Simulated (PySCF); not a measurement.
A geometry optimisation on `C#C/C=C1/CC/C1=C\C(C)=S`.

Method: PBE0-D3(BJ)/def2-SVP geometry optimisation, gas phase (PySCF 2.14.0). Start geometry: GFN2-xTB. The input is one job of a driver script: a line of settings, then coordinates in Å.

Input:
```
{"job": {"xc": "PBE0", "basis": "def2-SVP", "d3": "d3bj", "grid": 1, "kind": "geom"}, "charge": 0, "multiplicity": 1}
C     -1.880148     2.616488    -1.435030
C     -2.121030     1.508403    -1.032622
C     -2.451297     0.225286    -0.572524
C     -1.577346    -0.623064    -0.007159
C     -1.718562    -2.014992     0.555525
C     -0.214481    -1.962001     0.902289
C     -0.169487    -0.582874     0.312966
C      0.797133     0.345690     0.137690
C      2.156882     0.196998     0.532702
C      3.078269     1.337578     0.241260
S      2.736652    -1.156335     1.272589
H     -1.656191     3.580461    -1.783491
H     -3.487450    -0.068301    -0.693617
H     -2.386997    -2.091360     1.411999
H     -1.994964    -2.772270    -0.176774
H      0.416462    -2.685947     0.388857
H      0.026664    -1.998399     1.963569
H      0.522521     1.278936    -0.339358
H      2.669105     2.267136     0.636876
H      3.187273     1.456096    -0.837772
H      4.058073     1.159413     0.676258
```

Output:
```
step   0  E = -784.14803774  max force = 0.019368
step   1  E = -784.15133034  max force = 0.003178
step   2  E = -784.15121552  max force = 0.001847
step   3  E = -784.15135620  max force = 0.001171
step   4  E = -784.15138603  max force = 0.000598
step   5  E = -784.15138020  max force = 0.000855
step   6  E = -784.15139521  max force = 0.000218
optimisation converged
```

Energies in Eh; «max force» is the largest Cartesian gradient component in Eh/bohr.

At which steps does the energy rise by more than 1e-5 Eh?

At step 2 (+0.11 mEh).

In short: final energy -784.15140 Eh after 6 steps; dipole 2.61 D.

Cost: about 4 min of CPU time on one thread; the machine was shared, so the figure is rough.
Labels such as C1 count atoms from 1, the log's own numbers from 0.
